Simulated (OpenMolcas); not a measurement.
Mo5+ among 6 point charges of -0.85 e arranged as a tetragonal octahedron (D4h), 2.06 Å from the ion, with the axial distance 2.431 Å.
```
   2.0600    0.0000    0.0000  -0.85
   0.0000    2.0600    0.0000  -0.85
  -2.0600    0.0000    0.0000  -0.85
   0.0000   -2.0600    0.0000  -0.85
   0.0000    0.0000    2.4308  -0.85
   0.0000    0.0000   -2.4308  -0.85
```

| Property | Result |
| --- | --- |
| Program | OpenMolcas 26.06 |
| Method | CASSCF |
| Basis | ANO-RCC-VDZP [6s5p3d1f] |
| Scalar Hamiltonian | DKH2, point nucleus |
| Active space | 1 electron in 5 orbitals (4d) |
| State averaging | 2S+1 = 2 even, 5 roots |
| Spin-orbit coupling | state interaction with AMFI integrals over the reference wave functions |

(1) What is the spin-free ground state (labels of D4, the rotations of D4h)?

(2) Where is the first state of the same spin?

(3) What are the lowest two levels with spin-orbit coupling?

(4) What is χT at 300 K, and how does it compare with the textbook value?

Results:

(1) 2E, 2-fold in its orbital part, 100 % from free-ion D terms; it has the highest spin that d1 allows.

(2) 2A1 at 1590 cm-1 above the ground state.

(3) A 2-fold level E1/2 with g = 0.36, 1.52, 1.52, then a 2-fold level E3/2 1053 cm-1 above it. Their leading multiplicities are 2 (100 %) and 2 (100 %).

(4) The lowest level has 2S+1 = 2, for which the spin-only value is χT = S(S+1) / 2 = 0.375 cm3 K/mol (g = 2). The computed 0.186 at 300 K differs by -0.189, through orbital momentum, spin-orbit coupling and any other state in reach.

An orbital doublet at a regular site is open to a Jahn-Teller distortion, which this geometry leaves out. This is an electrostatic model: the charges have no orbitals. No measured value stands beside these numbers.
